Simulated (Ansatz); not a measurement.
KNa₄⁺. The state is a singlet with charge 1. Geometry PBE/def2-SVP; atoms count from 1.

```xyz
5

Na   -2.1966   -0.2797   -2.9149
Na    3.3688    0.8131    0.6298
Na   -2.2742   -2.7732   -0.8017
Na    0.0970   -0.0931   -0.0861
K     1.0049    2.3329    3.1729
```

The restricted singlet is unstable towards broken spin symmetry in Hartree–Fock (as tested in another run); at PBE0/def2-TZVP this wasn't settled. The structure comes from a short search, and lower isomers may exist.

(1) Estimate the Mulliken populations from the PBE0/def2-TZVP orbitals of Ansatz.

(2) And the Mayer bond orders between bonded heavy atoms (over 0.3)?

Results:

(1) 
| atom | charge (e) |
| --- | --- |
| Na1 | 0.12 |
| Na2 | 0.06 |
| Na3 | 0.11 |
| Na4 | 0.40 |
| K5 | 0.31 |
Mulliken values and Mayer orders depend strongly on the basis.

(2) Na1–Na3 0.75 (3.27 Å); Na2–Na4 0.31 (3.47 Å); Na2–K5 0.62 (3.79 Å).
